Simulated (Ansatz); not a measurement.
Program: Ansatz. Geometries: PBE0-D4/def2-TZVP. ΔE: electronic, gas phase. CBS: MP2 limit from def2 TZ/QZ plus the TZ coupled-cluster correction, frozen cores. This one scheme is used for every species. Functionals use def2-TZVPP. HSE06 is defined as in plane-wave codes. One conformer a species, not always the lowest.

Consider the hydrogenolysis of a B–Si bond: `N[SiH2]B(N)O` + H₂ → `NBO` + `N[SiH3]`.

(1) Is it downhill or uphill in electronic energy at CCSD(T)/CBS, and by how much? (Best estimate.)

(2) What do these levels give: PBE-D4, BHLYP-D4, B2PLYP, BLYP, r2SCANh, HSE06, RPA@PBE/def2-TZVPP, MP2/def2-SVP, CCSD/def2-SVP, MP2/def2-TZVPP, SCS-MP2/def2-QZVPP, MP2/CBS(def2)? (Estimate.)

(3) What do rigid-rotor, harmonic-oscillator terms from PBE0-D4/def2-TZVP frequencies (298.15 K, 1 bar) make of the CCSD(T)/CBS value? (Estimate.)

Largest T1 diagnostic among the species: 0.012.

## Answers

(1) Ansatz gave: Downhill: ΔE = -42.4 kJ/mol.

(2) Ansatz gave: PBE-D4 -28.0, BHLYP-D4 -51.4, B2PLYP -50.6, BLYP -50.0, r2SCANh -41.4, HSE06 -42.9, RPA@PBE/def2-TZVPP -44.2, MP2/def2-SVP -50.4, CCSD/def2-SVP -55.5, MP2/def2-TZVPP -43.6, SCS-MP2/def2-QZVPP -49.9, MP2/CBS(def2) -42.5 kJ/mol.

(3) Ansatz gave: ΔZPE = +13.0 kJ/mol, ΔH = -34.0 kJ/mol, ΔS = 43 J/(mol·K), ΔG = -46.9 kJ/mol.

From PBE to PBE0 (25 % exact exchange), in def2-TZVPP and without D4, ΔE moves by −7.3 kJ/mol. In def2-TZVPP, CCSD(T) changes the Hartree–Fock value by +35.1 kJ/mol (the triples alone add +6.4 kJ/mol) and MP2 by +35.0 kJ/mol.
